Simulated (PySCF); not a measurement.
CH₃I, SMILES CI.

Coordinates come from a B3LYP-D3(BJ)/def2-TZVP optimisation. The def2 effective core potentials stand for the cores of I; spin–orbit coupling is left out.

The numbers are results of TDDFT-B3LYP/def2-TZVPD (PySCF), not measurements.

Vertical excitations; the highest root listed may be one member of a degenerate set. Isolated molecule, no solvent. State labels are in the subgroup Cs.

Estimate the UV-visible absorptions. (Estimate from the structure and the level; the computed values follow.)


```json
[
 {"state": "S1", "symmetry": "A'", "energy (eV)": "4.68", "λ (nm)": "265", "f": "0.000", "main pairs": "HOMO−1→LUMO (degenerate set)"},
 {"state": "S2", "symmetry": "A\"", "energy (eV)": "4.68", "λ (nm)": "265", "f": "0.000", "main pairs": "HOMO→LUMO (degenerate set)"},
 {"state": "S3", "symmetry": "A'", "energy (eV)": "6.35", "λ (nm)": "195", "f": "0.079", "main pairs": "HOMO−1→LUMO+1 (degenerate set)"},
 {"state": "S4", "symmetry": "A\"", "energy (eV)": "6.35", "λ (nm)": "195", "f": "0.079", "main pairs": "HOMO→LUMO+1 (degenerate set)"},
 {"state": "S5", "symmetry": "A'", "energy (eV)": "6.95", "λ (nm)": "178", "f": "0.000", "main pairs": "HOMO−1→LUMO+3, HOMO→LUMO+2 (degenerate set)"},
 {"state": "S6", "symmetry": "A\"", "energy (eV)": "6.95", "λ (nm)": "178", "f": "0.000", "main pairs": "HOMO−1→LUMO+2, HOMO→LUMO+3 (degenerate set)"},
 {"state": "S7", "symmetry": "A\"", "energy (eV)": "7.01", "λ (nm)": "177", "f": "0.000", "main pairs": "HOMO→LUMO+3 50 %, HOMO−1→LUMO+2 50 %"},
 {"state": "S8", "symmetry": "A'", "energy (eV)": "7.08", "λ (nm)": "175", "f": "0.058", "main pairs": "HOMO→LUMO+2 49 %, HOMO−1→LUMO+3 49 %"},
 {"state": "S9", "symmetry": "A'", "energy (eV)": "7.16", "λ (nm)": "173", "f": "0.021", "main pairs": "HOMO−1→LUMO+4 (degenerate set)"},
 {"state": "S10", "symmetry": "A\"", "energy (eV)": "7.16", "λ (nm)": "173", "f": "0.021", "main pairs": "HOMO→LUMO+4 (degenerate set)"},
 {"state": "T1", "symmetry": "A'", "energy (eV)": "4.13", "λ (nm)": "300", "f": "0", "main pairs": "HOMO−1→LUMO (degenerate set)"},
 {"state": "T2", "symmetry": "A\"", "energy (eV)": "4.13", "λ (nm)": "300", "f": "0", "main pairs": "HOMO→LUMO (degenerate set)"},
 {"state": "T3", "symmetry": "A'", "energy (eV)": "6.19", "λ (nm)": "200", "f": "0", "main pairs": "HOMO−1→LUMO+1 (degenerate set)"},
 {"state": "T4", "symmetry": "A\"", "energy (eV)": "6.19", "λ (nm)": "200", "f": "0", "main pairs": "HOMO→LUMO+1 (degenerate set)"}
]
```
Triplets are in the Tamm–Dancoff approximation, which puts them higher than full response would, so one can lie above its singlet here.
